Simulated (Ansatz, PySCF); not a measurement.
Process, species as SMILES: CNC [N-methylmethanamine] → [CH2]NC + H atom (the C-H bond at the site shown breaks; other sites are not compared here)
Structures are relaxed separately at B3LYP-D3(BJ)/def2-TZVP in Ansatz (a first-principles code), one conformer each, not searched for the lowest.
Geometry of the first species:
```xyz
10

C     -0.0183    -0.2257     1.2115
N     -0.0165     0.5806     0.0024
C     -0.0428    -0.2163    -1.2126
H      0.7946    -0.9698     1.2537
H      0.0610     0.4203     2.0868
H     -0.9638    -0.7689     1.2836
H      0.7920     1.1896    -0.0034
H      0.7690    -0.9601    -1.2770
H      0.0189     0.4364    -2.0843
H     -0.9897    -0.7590    -1.2698
```

Property: bond dissociation energy (enthalpy at 298 K, with B3LYP-D3(BJ) rigid-rotor harmonic-oscillator terms from PySCF), in kcal/mol. Correlated levels leave the core frozen unless marked. UHF or UKS for open shells. Spin-orbit coupling is left out. Non-relativistic. CBS marks a two-point X^-3 extrapolation of the correlation energy; Hartree-Fock from the larger set. [CCSD(T)-MP2]/basis is that difference in the basis named.

RI-MP2/CBS(cc-pVTZ,cc-pVQZ)+[CCSD(T)-MP2]/cc-pVTZ (Ansatz) gives 93.3 kcal/mol.

Task: Another calculation gave 86.3 kcal/mol. Which level was it?
A. SVWN5/def2-TZVPD (Ansatz)
B. CAM-B3LYP/def2-TZVPD (Ansatz)
C. HF/def2-TZVPD (PySCF)
D. BLYP/def2-TZVPD (Ansatz)

Result: D, BLYP/def2-TZVPD (Ansatz). The others give 89.3 (CAM-B3LYP), 96.2 (SVWN5), 69.7 (HF) kcal/mol.
